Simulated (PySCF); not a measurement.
Job for PySCF: R-HF/3-21G on CH5NOSi (SMILES CO[Si]N), a point of a torsion scan.

```python
from pyscf import gto, scf, dft, mp
from pyscf.data.elements import chemcore

mol = gto.M(
    atom='''
    C    -1.66694242   -0.06064455    0.29272952
    O    -0.33579057    0.02217687   -0.06287242
    Si    0.99548875   -0.23104891    0.88524398
    N     2.12879570    0.08406927   -0.35050076
    H    -2.15046878    0.90757205    0.12848138
    H    -1.79388004   -0.34021681    1.34386898
    H    -2.16571955   -0.80971863   -0.33033035
    H     3.12253097    0.04304518   -0.21510637
    H     1.86492292    0.33135675   -1.29464864
    ''',
    basis='3-21g',
    charge=0, spin=0, verbose=3, max_memory=1800)
mf = scf.RHF(mol)
mf.conv_tol = 1e-8
mf.max_cycle = 100
mf.kernel()
if not mf.converged:
    mf = mf.newton().run(mf.mo_coeff, mf.mo_occ)
```

The log:

```
converged SCF energy = -456.60495915556
```

Self-consistency was reached.

Cost: very roughly 0.3 core-seconds.
